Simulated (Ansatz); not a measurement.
Geometry optimisation, Ansatz, UKS LDA/STO-3G.

Input:

```yaml
crystal:
  periodic: [false, false, false]
  atoms:
    - { symbol: C, position_ang: [-1.2855, -0.0325, 0.7] }
    - { symbol: "N", position_ang: [-0.1369, 0.4295, -0.0186] }
    - { symbol: Si, position_ang: [1.4256, 0.2381, 0.4983] }
    - { symbol: C, position_ang: [0.5066, -0.5856, -0.8423] }
    - { symbol: O, position_ang: [0.6165, -0.1952, -2.2139] }
    - { symbol: H, position_ang: [-1.5864, 0.7557, 1.4667] }
    - { symbol: H, position_ang: [-1.2185, -0.9697, 1.1693] }
    - { symbol: H, position_ang: [-2.1428, -0.0089, -0.0121] }
    - { symbol: H, position_ang: [1.3649, -0.2458, 1.9481] }
    - { symbol: H, position_ang: [2.1313, 1.5303, 0.2545] }
    - { symbol: H, position_ang: [0.2281, -1.6406, -0.6066] }
    - { symbol: H, position_ang: [0.174, 0.6695, -2.3093] }
magnetization:
  spin_polarized: true
basis:
  gaussian: { orbitals: STO-3G }
hamiltonian:
  xc: lda
relax:
  f_tol: 0.02
  max_steps: 50
```

Run as:

```bash
$ ansatz run input.yaml --threads 1 --pin off --max-ram 2048MiB --backend cpu --events-out ev --progress --plain --runs-dir out
```

Question: Where does it end, and by what steps?

Answer: The run converged. Limits of this set-up: minimal basis. After 7 steps the energy has fallen by 1.062 eV; H9 moved furthest, 0.31 Å.

```csv
step,energy less start (eV),largest force component (eV/Å),accepted
0,0.0000,4.543,yes
1,-0.8955,1.890,yes
2,-1.0210,1.290,yes
3,-0.9717,1.028,no
4,-1.0586,0.104,yes
5,-1.0610,0.079,yes
6,-1.0621,0.043,yes
7,-1.0622,0.016,yes
```

```xyz
12
Properties=species:S:1:pos:R:3
C -1.417 0.015 0.717
N -0.261 0.525 -0.085
Si 1.424 0.337 0.518
C 0.488 -0.545 -0.848
O 0.571 -0.351 -2.258
H -1.699 0.777 1.468
H -1.217 -0.940 1.251
H -2.285 -0.146 0.049
H 1.609 -0.350 1.786
H 2.202 1.556 0.390
H 0.224 -1.608 -0.652
H 0.436 0.673 -2.303
```

Whether the end is a true minimum wasn't checked by a vibrational analysis.

The run took 20 s on 1 thread of Arm Neoverse V2, with other jobs on the host, peak memory 0.15 GiB.
